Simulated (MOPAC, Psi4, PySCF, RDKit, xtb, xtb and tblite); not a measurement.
Two geometries of SMILES B[SiH2][SiH2][Si](F)(F)F (H₆BF₃Si₃), relaxed at GFN2-xTB with one dihedral held; other torsions can differ between them too.

Structure A

```
13

B     -1.9314     1.0122     0.1160
Si    -1.5779    -0.8810    -0.1108
Si     0.7484    -1.1639    -0.3354
Si     1.4764    -3.2777     0.1006
F      0.9884    -3.8575     1.5031
F      0.9557    -4.3914    -0.9131
F      3.0341    -3.6089     0.1541
H     -2.0647     1.7227    -0.8042
H     -1.9508     1.5112     1.1741
H     -1.9960    -1.7721     0.9904
H     -2.1730    -1.5272    -1.2984
H      1.2347    -0.8049    -1.6797
H      1.5116    -0.2626     0.5496
```

Structure B

```
13

B     -1.9501     1.0522     0.1282
Si    -1.5642    -0.8446    -0.0521
Si     0.7500    -1.1376    -0.3866
Si     1.8635     0.8498    -0.4040
F      1.1647     1.9279    -1.3540
F      1.8402     1.6173     0.9953
F      3.3918     1.0108    -0.8217
H     -2.2326     1.7118    -0.7951
H     -1.8676     1.5936     1.1618
H     -1.9038    -1.6990     1.1039
H     -2.2184    -1.5572    -1.1680
H      1.3904    -1.9765     0.6411
H      1.0751    -1.8205    -1.6509
```

**Question.** Which is lower in energy at the level DF-MP2 (frozen core)/cc-pVTZ // GFN2-xTB (Psi4), and by how much?

**Answer.** A is lower, by 3.98 kJ/mol (dihedral B1–Si2–Si3–Si4: 160° in A, 0° in B).

E(B) − E(A) in kJ/mol at the other levels, on the same two geometries: GFN2-xTB (xtb and tblite) -3.51; B3LYP/def2-SVP // GFN2-xTB (Psi4) 3.15; B3LYP-D3(BJ)/def2-SVP // GFN2-xTB (Psi4) 0.66; PBE/def2-SVP // GFN2-xTB (Psi4) 2.51; PBE-D3(BJ)/def2-SVP // GFN2-xTB (Psi4) 1.11; HF/cc-pVTZ // GFN2-xTB (Psi4) 6.06; UFF // GFN2-xTB (RDKit) 5.80; PM6, restricted, heats of formation // GFN2-xTB (MOPAC) 3.51; PM3, restricted, heats of formation // GFN2-xTB (MOPAC) 8.75; GFN1-xTB // GFN2-xTB (xtb) 3.10; restricted B3LYP/6-31G*, spherical d, density fitting // GFN2-xTB (PySCF) 4.72; restricted MP2 (frozen core)/6-31G*, spherical d // GFN2-xTB (PySCF) 4.53; restricted BP86/6-31G*, spherical d, density fitting // GFN2-xTB (PySCF) 5.39; restricted Hartree-Fock/6-31G*, spherical d, density fitting // GFN2-xTB (PySCF) 6.24.
